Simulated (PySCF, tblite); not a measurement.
Isomers of C7H9NSi. All values are computed: GFN2-xTB (tblite) harmonic vibrations without scaling, gas phase. This tight-binding method is rough: wavenumbers can miss measured ones by several per cent, in bad cases by 10 to 20. Modes of hydrogen on silicon can be 10 to 20 % off. One conformer each.

Electronic energies: PBE0/pcSseg-1 single points on the GFN2-xTB geometries (PySCF, gas phase).

| SMILES | electronic energy, lowest = 0 (kcal/mol) |
| --- | --- |
| C#C/C=C(/C#N)[SiH](C)C | 16.5 |
| N#CC1=C[SiH2][C@H]2C[C@@H]1C2 | 0.0 |
| C=C1[SiH2][C@H]1n1cccc1 | 25.5 |
| [H]/N=C\C1=C[C@@]2([SiH3])C=C[C@@H]12 | 52.0 |
| [H]/N=C/C(=C=C)C#C[SiH2]C | 48.0 |

Problem. How do GFN2-xTB zero-point energies change the relative energies?

Solution. 
| SMILES | ZPE (kcal/mol) | of it from modes above 1550 cm⁻¹ | electronic (kcal/mol) | with ZPE, lowest = 0 (kcal/mol) | lowest mode (cm⁻¹) | rings |
| --- | --- | --- | --- | --- | --- | --- |
| N#CC1=C[SiH2][C@H]2C[C@@H]1C2 | 86.0 | 42.1 | 0.0 | 0.0 | 93 | 3 |
| C#C/C=C(/C#N)[SiH](C)C | 82.0 | 47.2 | 16.5 | 12.6 | 32 | 0 |
| C=C1[SiH2][C@H]1n1cccc1 | 84.2 | 40.4 | 25.5 | 23.8 | 40 | 2 |
| [H]/N=C/C(=C=C)C#C[SiH2]C | 80.4 | 45.5 | 48.0 | 42.5 | 15 | 0 |
| [H]/N=C\C1=C[C@@]2([SiH3])C=C[C@@H]12 | 82.0 | 43.5 | 52.0 | 48.1 | 67 | 2 |

The zero-point energies span 5.6 kcal/mol, from `[H]/N=C/C(=C=C)C#C[SiH2]C` to `N#CC1=C[SiH2][C@H]2C[C@@H]1C2`. The order is unchanged.

Problem. And how do the electronic energies of GFN2-xTB itself compare?

Solution. `N#CC1=C[SiH2][C@H]2C[C@@H]1C2` 0.0; `C#C/C=C(/C#N)[SiH](C)C` 43.1; `C=C1[SiH2][C@H]1n1cccc1` 9.9; `[H]/N=C/C(=C=C)C#C[SiH2]C` 58.6; `[H]/N=C\C1=C[C@@]2([SiH3])C=C[C@@H]12` 37.6 kcal/mol, lowest = 0. Against the energies above, taken from the same isomer `N#CC1=C[SiH2][C@H]2C[C@@H]1C2`, the largest difference is 26.6 kcal/mol.

Problem. What do entropy and thermal enthalpy add at 298.15 K and 1 bar (rigid rotor, harmonic oscillator, one conformer each)?

Solution. 
```tsv
SMILES	point group	symmetry number	S (cal/(mol K))	H − H(0) (kcal/mol)	ZPE + H − H(0) − TS (kcal/mol)
N#CC1=C[SiH2][C@H]2C[C@@H]1C2	Cs	1	89.5	5.93	65.2
C#C/C=C(/C#N)[SiH](C)C	C1	1	110.4	8.42	57.5
C=C1[SiH2][C@H]1n1cccc1	C1	1	95.0	6.45	62.3
[H]/N=C\C1=C[C@@]2([SiH3])C=C[C@@H]12	C1	1	96.2	6.69	60.0
```

Not tabulated: `[H]/N=C/C(=C=C)C#C[SiH2]C` (lowest mode only 15 cm⁻¹).
